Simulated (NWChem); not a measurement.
System: C$_{3}$H$_{5}$Br; SMILES C=C(C)Br

```xyz
9

C      1.3099    -1.5286     0.0000
C      0.1130    -0.9438     0.0000
C     -1.2111    -1.6282     0.0000
Br     0.0004     0.9567     0.0000
H      2.2390    -0.9569     0.0000
H      1.3736    -2.6205     0.0000
H     -1.8000    -1.3434     0.8859
H     -1.0766    -2.7196     0.0000
H     -1.8000    -1.3434    -0.8859
```
Atoms are numbered in this order, from 1.

Program: NWChem. Pople sets run with spherical d functions. Geometry: optimised at PBE0/def2-SVP. Level: PBE/6-31G* with SMD (1 M gas to 1 M solution), gas-phase geometry.

```csv
solvent,dielectric constant,solvation free energy (kcal/mol),cavity-dispersion-structure term (kcal/mol),dipole in solution (D)
water,78.4,-0.2,2.4,2.24
ethyl acetate,5.99,-3.8,-1.7,2.14
"1,4-dioxane",2.21,___,___,___
tetrahydrofuran,7.43,-3.7,-1.5,2.16
```

### Question
Complete the blanks.

### Answer

- 1,4-dioxane, solvation free energy (kcal/mol): -2.3
- 1,4-dioxane, cavity-dispersion-structure term (kcal/mol): -1.0
- 1,4-dioxane, dipole in solution (D): 1.97
